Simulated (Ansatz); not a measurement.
Geometry optimisation, UKS PBE0-D4/def2-SVP (Ansatz 0.2.0).

input.yaml

```yaml
crystal:
  periodic: [false, false, false]
  atoms:
    - { symbol: B, position_ang: [0.036274, 0.013558, -0.391904] }
    - { symbol: Cl, position_ang: [-0.030137, -0.298445, 2.625136] }
    - { symbol: "N", position_ang: [1.308174, 0.057411, -0.935122] }
    - { symbol: H, position_ang: [2.138388, -0.090143, -0.377704] }
    - { symbol: H, position_ang: [1.49774, 0.278287, -1.907495] }
    - { symbol: "N", position_ang: [-1.266481, 0.122011, -0.84319] }
    - { symbol: H, position_ang: [-2.047708, 0.108505, -0.201675] }
    - { symbol: H, position_ang: [-1.528461, 0.226918, -1.817802] }
    - { symbol: Cl, position_ang: [-0.107788, -0.418104, 4.699758] }
magnetization:
  spin_polarized: true
  initial_magnetization: 1
basis:
  gaussian: { orbitals: def2-SVP }
hamiltonian:
  xc: pbe0
  dispersion: d4
relax:
  f_tol: 0.03
  max_steps: 50
output:
  orbitals: {}
```

Launched with:

```bash
$ ansatz run input.yaml --threads 4 --pin off --max-ram 5120MiB --backend cpu --events-out ev --progress --plain --runs-dir out
```

Question: Where does it end, and by what steps?

Answer: The forces met the threshold. After 28 steps the energy has fallen by 3.004 eV; Cl9 moved furthest, 2.29 Å. Joined: B1–Cl2 (3.03 → 1.83 Å).

```tsv
step	energy less start (eV)	largest force component (eV/Å)	accepted
0	0.0000	1.882	yes
1	-0.3257	2.209	yes
2	-0.7903	3.140	yes
3	-1.4663	3.730	yes
4	-2.2505	2.692	yes
5	-2.5237	1.642	yes
6	-2.6358	0.239	yes
7	-2.6725	0.157	yes
8	-2.7188	0.178	yes
9	-2.7522	0.320	yes
10	-2.7937	0.339	yes
11	-2.8317	0.172	yes
12	-2.8637	0.144	yes
13	-2.8892	0.105	yes
14	-2.9081	0.119	yes
15	-2.9185	0.252	yes
16	-2.9246	0.109	yes
17	-2.9294	0.031	yes
18	-2.9366	0.173	yes
19	-2.9466	0.203	yes
20	-2.9592	0.150	yes
21	-2.9702	0.215	yes
22	-2.9834	0.243	yes
23	-2.9887	0.279	yes
24	-2.9946	0.199	yes
25	-2.9996	0.099	yes
26	-3.0032	0.154	yes
27	-3.0035	0.161	yes
28	-3.0043	0.026	yes
```

```xyz
9
Properties=species:S:1:pos:R:3
B 0.278 -0.078 0.055
Cl 0.717 -0.704 1.713
N 1.313 -0.108 -0.894
H 2.238 -0.451 -0.684
H 1.193 0.209 -1.845
N -1.030 0.369 -0.127
H -1.695 0.350 0.639
H -1.380 0.738 -1.000
Cl -1.633 -0.323 2.994
```

Whether the end is a true minimum wasn't checked by a vibrational analysis.

The run took 52 s on 4 threads of Intel(R) Xeon(R) Platinum 8488C (Sapphire Rapids), with other jobs on the host, peak memory 0.32 GiB.
